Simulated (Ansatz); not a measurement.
A nudged elastic band was laid between two geometries of ClGaH2O2 + H3P (10 atoms, charge 0, multiplicity 1).

Method: RKS PBE0-D4/def2-SVP (Ansatz).

| Quantity | Value |
| --- | --- |
| movable images | 7 |
| climbing image | yes |
| spring | 5.0 eV/Å² |
| optimiser | quadratic models (default) |
| start path | through a guess of the saddle point |
| force threshold | 0.05 eV/Å |
| iteration limit | 60 |
| end points | relaxed |

First end point:

```xyz
10
Properties=species:S:1:pos:R:3
Ga 0.014 -0.081 0.086
O -0.237 -0.786 1.698
H -1.163 -0.837 1.959
O 1.639 -0.036 -0.619
H 2.305 -0.413 -0.033
Cl -1.654 0.458 -1.138
P 0.465 2.979 1.359
H 1.441 2.277 0.586
H -0.564 2.810 0.384
H 0.085 1.820 2.105
```

Last end point:

```xyz
10
Properties=species:S:1:pos:R:3
Ga 0.345 0.704 0.219
O -0.256 -0.351 1.987
H -1.122 -0.689 1.703
O 1.871 -0.096 -0.249
H 1.752 -0.941 -0.694
Cl -1.483 -0.079 -0.745
P 0.349 2.869 1.035
H 1.645 3.151 0.508
H -0.345 3.375 -0.105
H -0.425 0.248 2.728
```

Task: What changes between the two ends?

Result: Bonds broken: P7–H10. Bonds formed: Ga1–P7, O2–H10. ClGaH2O2 + H3P becomes ClGaH5O2P.

Task: What energy profile does the band end with?

Result: The run converged. The highest image is number 4 of 0 to 8, 0.70 eV above the first end and 1.40 eV above the last; the last end lies 0.71 eV below the first. The profile has 2 maxima (images 4, 7) with wells between them (image 6): this band takes more than one step, which may be the mechanism or a detour left from its start path. A vibrational analysis at the climbing image gives one clearly imaginary mode, 1097i cm⁻¹: a first-order saddle point. The orbitals stay closed-shell, which can raise the energy where a bond breaks towards radicals; this wasn't checked here.

```csv
image,path coordinate (Å),energy (eV),P7–H10 (Å),Ga1–P7 (Å),O2–H10 (Å)
0,0.00,0.00,1.43,3.34,2.66
1,0.34,0.01,1.43,3.29,2.42
2,0.68,0.10,1.44,3.11,2.06
3,1.01,0.39,1.49,2.86,1.70
4,1.35,0.70,1.66,2.66,1.34
5,2.34,-0.48,2.39,2.34,0.98
6,3.33,-0.65,3.16,2.32,0.97
7,4.32,-0.60,3.21,2.32,0.97
8,5.31,-0.71,3.21,2.31,0.97
```

Task: What is the geometry of the highest image?

Result: 
```xyz
10
Properties=species:S:1:pos:R:3
Ga 0.155 0.352 0.032
O -0.276 -0.312 1.766
H -1.133 -0.745 1.886
O 1.739 -0.103 -0.631
H 2.389 -0.330 0.043
Cl -1.534 0.386 -1.295
P 0.190 2.575 1.484
H 1.503 2.497 0.935
H -0.493 2.851 0.263
H -0.210 1.020 1.906
```

Time of the run: 4.8 min on 4 threads of Arm Neoverse V2, on a shared host, peak memory 0.34 GiB.
